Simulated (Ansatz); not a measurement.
## Cost against result

Saddle point of CH$_{8}$GeS, singlet (CH₆GeS ([CH3][GeH2][SH]) + H₂ → CH₆Ge ([CH3][GeH3]) + H₂S; bonds formed: Ge1–H7, S2–H6; bonds broken: Ge1–S2, H6–H7), PBE0-D4/def2-TZVP structure:

Ge1  (-0.651, -0.263, 0.331)
S2  (1.830, -1.128, -0.161)
H3  (-1.109, -1.684, -0.039)
H4  (-1.684, 0.212, 1.399)
C5  (-0.456, 1.075, -1.055)
H6  (1.150, -0.193, 1.174)
H7  (0.502, 0.224, 1.706)
H8  (1.657, -2.234, 0.582)
H9  (-1.396, 1.615, -1.183)
H10  (0.321, 1.784, -0.767)
H11  (-0.164, 0.593, -1.986)
(Å)

Barriers are electronic and count from the start structure reached by relaxing down the imaginary mode.

Computed with Ansatz 0.2.0 (basis: as named in each row); correlated methods freeze the cores. Filled d shells of the heavier atoms are correlated. The def2 sets are not built for correlating such inner shells, so the correlated values are less sure here. B3LYP uses VWN-RPA correlation. Extrapolation: Hartree–Fock as exp(−7.88 √X), correlation as X^−2.97.

Times are rough, for one single point on 4 threads of a shared host (Arm Neoverse V2).

The estimate by CCSD(T) at an estimated basis limit (MP2 extrapolated from triple and quadruple zeta, plus CCSD(T) − MP2 in triple zeta) is 252.7 kJ/mol.

```
      method       basis  time (s)  barrier (kJ/mol)  method less estimate
          HF      STO-3G   under 1             516.7                 264.0
      PBE-D4      STO-3G   under 1             345.4                  92.7
       SPW92    def2-SVP   under 1             175.2                 -77.5
      PBE-D4    def2-SVP   under 1             200.8                 -52.0
    B3LYP-D4       6-31G   under 1             246.5                  -6.2
     PBE0-D4    def2-SVP   under 1             221.6                 -31.1
       SPW92  def2-TZVPP   under 1             181.0                 -71.8
      PBE-D4  def2-TZVPP         1             207.9                 -44.8
     BLYP-D4  def2-TZVPP         1             221.8                 -30.9
    B3LYP-D4  def2-TZVPP         2             236.3                 -16.4
    BHLYP-D4  def2-TZVPP         2             257.9                   5.2
     PBE0-D4  def2-TZVPP         2             227.0                 -25.8
CAM-B3LYP-D4  def2-TZVPP         2             247.6                  -5.1
   r2SCAN-D4  def2-TZVPP         3             224.3                 -28.4
     CCSD(T)    def2-SVP         3             260.4                   7.7
  RPA on PBE  def2-TZVPP         3             250.5                  -2.3
  r2SCAN0-D4  def2-TZVPP         3             237.2                 -15.6
      B2PLYP  def2-TZVPP         4             247.6                  -5.2
    PBE-QIDH  def2-TZVPP         4             246.1                  -6.6
     wB97M-V    def2-SVP         4             238.1                 -14.7
     wB97X-V  def2-TZVPP         6             253.1                   0.3
     wB97M-V  def2-TZVPP         6             246.8                  -5.9
      B97M-V  def2-TZVPP         7             230.0                 -22.7
         MP2  def2-QZVPP        15             255.3                   2.6
     CCSD(T)  def2-TZVPP        84             253.3                   0.6
```

All methods are single points on the PBE0-D4 structures.

No T1 diagnostic of these runs exceeds 0.013.

Labels in which every atom is bracketed show which atoms are joined, not bond orders.
